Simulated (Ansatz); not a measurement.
Species: NbCl, net charge 0, quintet state. The spin state was set by rule; other spins were not relaxed. 
Coordinates optimised at B3LYP-D3(BJ)/def2-TZVP (Ansatz, an electronic-structure program):
```
Nb
Cl 1 2.3081
```
Charge 0, spin multiplicity 5.

### Question
Give the harmonic wavenumbers at B3LYP-D3(BJ)/def2-TZVP (Ansatz, finite differences of forces, unscaled).

### Answer
383 cm⁻¹. Zero-point energy 0.5 kcal/mol.

### Question
From these and the geometry, give the ideal-gas thermochemistry at 298.15 K and 1 atm (rigid rotor, harmonic oscillator).

### Answer
Point group C∞v, rotational symmetry number 1. Rotational constants 3.697, 3.697 GHz. S(trans) 40.46, S(rot) 16.75, S(vib) 1.03, S(elec, spin only) 3.20, S 61.4 cal/(mol K). H(298) - H(0) 2.28 kcal/mol; G - E(el) -15.5 kcal/mol.
